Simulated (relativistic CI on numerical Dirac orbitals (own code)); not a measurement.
**Magnetism of Pd5+, 4d5, in a crystal field**

Calculated by Dirac-Coulomb-Breit CI, orbitals from a KLI potential per configuration, model QED, valence Slater integrals scaled by 0.85, one configuration in a parametric crystal field (own radial code).

Field parameters in Wybourne normalisation: D3d B²₀ = −7Dσ, B⁴₀ = −14Dq − 21Dτ, B⁴₃ = −14√(10/7) Dq. The field is a parameter set, without covalency.

S is read from ⟨S²⟩ = S(S + 1).

Powder χT (cm³ K mol⁻¹) by Van Vleck's formula, with temperature-independent terms:

```csv
Field,2 K,5 K,10 K,20 K,50 K,100 K,200 K,300 K
"D3d, 10Dq = 35100, Dσ = -1200, Dτ = 340 cm⁻¹",0.501,0.502,0.504,0.508,0.52,0.54,0.58,0.62
"D3d, 10Dq = 35100, Dσ = 1200, Dτ = 340 cm⁻¹",0.515,0.516,0.517,0.521,0.53,0.547,0.579,0.612
"D3d, 10Dq = 35100, Dσ = 980, Dτ = 340 cm⁻¹",0.521,0.521,0.523,0.526,0.536,0.553,0.586,0.619
"D3d, 10Dq = 35100, Dσ = 760, Dτ = 340 cm⁻¹",0.525,0.526,0.528,0.531,0.541,0.558,0.591,0.624
"D3d, 10Dq = 35100, Dσ = 550, Dτ = 340 cm⁻¹",0.529,0.53,0.532,0.535,0.545,0.562,0.596,0.629
"D3d, 10Dq = 35100, Dσ = 330, Dτ = 340 cm⁻¹",0.532,0.533,0.535,0.538,0.548,0.565,0.599,0.633
"D3d, 10Dq = 35100, Dσ = 110, Dτ = 340 cm⁻¹",0.533,0.535,0.536,0.54,0.55,0.567,0.602,0.637
"D3d, 10Dq = 35100, Dσ = -110, Dτ = 340 cm⁻¹",0.533,0.534,0.536,0.54,0.55,0.568,0.603,0.638
```

(1) For D3d, 10Dq = 35100, Dσ = 980, Dτ = 340 cm⁻¹: what effective moment follows at 300 K?

## Answers

(1) μ_eff = √(8χT) = 2.22 μB. The ground level has S = 0.54; the spin-only moment for S = 1/2 is 1.73 μB. The difference comes from the orbital moment, spin-orbit mixing of terms and temperature-independent paramagnetism, all larger in this ionic model than in covalent complexes.
